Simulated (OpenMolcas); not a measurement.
**Pr²⁺: the spin-orbit constant, worked from levels**

```json
{
 "Program": "OpenMolcas 26.06",
 "Basis": "ANO-RCC-VQZP [9s8p6d4f3g2h]",
 "Scalar Hamiltonian": "DKH2, point nucleus",
 "Active space": "3 electrons in 7 orbitals (4f)",
 "State averaging": "2S+1 = 4 odd, 35 roots; 2S+1 = 2 odd, 112 roots (105 in the spin-orbit step)",
 "Spin-orbit coupling": "state interaction with AMFI integrals over the reference wave functions, term energies averaged over their components"
}
```

Methods: CASSCF; MS-CASPT2, IPEA 0.25 Eh, imaginary shift 0.1 Eh (closed shells correlated: 5s 5p). Measured levels: Martin, Zalubas and Hagan, Atomic Energy Levels: The Rare-Earth Elements, NSRDS-NBS 60 (1978); the list in Maison, Palmeri and Quinet, J. Phys. B 58, 015001 (2025).

**The spin-orbit constant.** For the Hund term ⁴I° of f3, E(J) = (A/2) J(J+1) + constant and ζ = 2S·A = 3A. From J = 9/2 to J = 15/2 the energy changes by 19.5 A.

```json
{"Source": "CASSCF", "E(15/2) - E(9/2)": "4802.8", "A": "246.3", "ζ": "739"}
{"Source": "MS-CASPT2", "E(15/2) - E(9/2)": "4867.3", "A": "249.6", "ζ": "749"}
{"Source": "measured", "E(15/2) - E(9/2)": "4453.8", "A": "228.4", "ζ": "685"}
```

All in cm-1. MS-CASPT2 is off by +9.3 % and CASSCF by +7.8 %. Both methods take the spin-orbit matrix elements from the reference wave functions, so the second can move ζ only through the term energies and any multistate remixing. Second-order mixing with other terms is absorbed into this ζ.

Term energies are means over components that CASPT2 splits; among the terms shown or strongly mixed into the levels shown the widest spread is 1300 cm-1 (4f³ ⁴I°, MS-CASPT2). High states are left out of the spin-orbit mixing, which shifts the levels that they would mix with. Without dynamic correlation excited terms often stand tens of per cent too high (terms of higher spin than the ground term too low), and those without a measured partner can miss by more than the paired ones (holds for CASSCF). Blocks of more than 70 roots (2S+1 = 2 odd) ran without multistate coupling (holds for MS-CASPT2). Measured partners are found by configuration, term and J. A level has none where our copy of the source lacks it or the pairing is in doubt (some pairs that miss far off the trend of their configuration count as doubtful), and it then counts in no deviation. Levels of configurations outside the active space are missing.

° marks odd parity.
